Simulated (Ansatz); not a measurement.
Reaction (cleavage of the B–Si bond): `SB[SiH2][SeH]` + HCl → `SBCl` + `[SiH3][SeH]`

Isolated molecules relaxed with PBE0-D4/def2-TZVP in Ansatz; ΔE leaves out vibrations. CCSD(T)/CBS adds triple-zeta CCSD(T) − MP2 to the extrapolated MP2 energy (def2 sets, frozen cores). This one scheme is used for every species. Functionals use def2-TZVPP. For Se outer-core shells are correlated without core-valence functions, which leaves a few kJ/mol of doubt a bond. Scalar relativity is left out up to krypton. Each species was taken in one conformer, which may not be the lowest.

| species | CAM-B3LYP energy (Eh) |
| --- | --- |
| `SB[SiH2][SeH]` | -3117.27937 |
| HCl | -460.83220 |
| `SBCl` | -884.54669 |
| `[SiH3][SeH]` | -2693.60205 |

Q: Work out ΔE.

A: ΔE = (-884.54669) + (-2693.60205) − (-3117.27937) − (-460.83220) = -0.03717 Eh = -1.01 eV. CCSD(T)/CBS gives -0.90 eV.

Largest T1 diagnostic among the species: 0.013.

At CCSD(T), def2-SVP lies −0.13 eV from the extrapolated value and def2-TZVPP −0.01 eV. From BLYP to BHLYP (50 % exact exchange), in def2-TZVPP and without D4, ΔE moves by −0.04 eV. Leaving LDA and LC-ωPBE aside and taking each functional with its dispersion term where it has one, the values, not all of them listed here, spread over 0.15 eV, from B2PLYP to revPBE-D4. LDA lies +0.04 eV from PBE without D4.
